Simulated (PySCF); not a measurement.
SMILES [GeH3][Si]([GeH3])(C)[GeH3] (CH12Ge3Si), GFN2-xTB optimised geometry.

```
17

C     -2.61     0.26     1.55
Si    -1.51     0.11     0.00
Ge    -0.51    -2.03     0.00
Ge    -2.87     0.40    -1.91
Ge     0.14     1.80     0.10
H     -3.40    -0.49     1.55
H     -3.09     1.24     1.60
H     -2.03     0.13     2.46
H      0.99    -2.03     0.00
H     -0.86    -2.90    -1.17
H     -0.86    -2.88     1.18
H     -3.89    -0.68    -2.12
H     -3.69     1.66    -1.91
H     -2.14     0.46    -3.22
H     -0.14     2.90     1.09
H      1.51     1.32     0.50
H      0.39     2.54    -1.18
```

Density from PBE0/def2-SVP run with PySCF at that geometry.

Minimum of the electron density along straight lines between bonded atoms, close to the bond critical point (lines longer than 1.1 times the sum of covalent radii, or with two minima, are not listed):

```tsv
bond	length / Å	ρ at the minimum / e bohr⁻³	∇²ρ there / e bohr⁻⁵	position (fraction from the first atom)
C1–Si2	1.907	0.109	0.29	0.62
Si2–Ge3	2.360	0.089	-0.07	0.35
Si2–Ge4	2.360	0.089	-0.07	0.35
Si2–Ge5	2.361	0.089	-0.07	0.35
C1–H6	1.088	0.272	-0.98	0.63
C1–H7	1.088	0.272	-0.98	0.63
C1–H8	1.088	0.272	-0.98	0.63
Ge3–H9	1.502	0.139	0.08	0.59
Ge3–H10	1.501	0.139	0.08	0.59
Ge3–H11	1.502	0.139	0.07	0.59
Ge4–H12	1.502	0.139	0.07	0.59
Ge4–H13	1.502	0.139	0.07	0.59
Ge4–H14	1.501	0.139	0.07	0.59
Ge5–H15	1.502	0.139	0.07	0.59
Ge5–H16	1.502	0.139	0.08	0.59
Ge5–H17	1.501	0.139	0.07	0.59
```
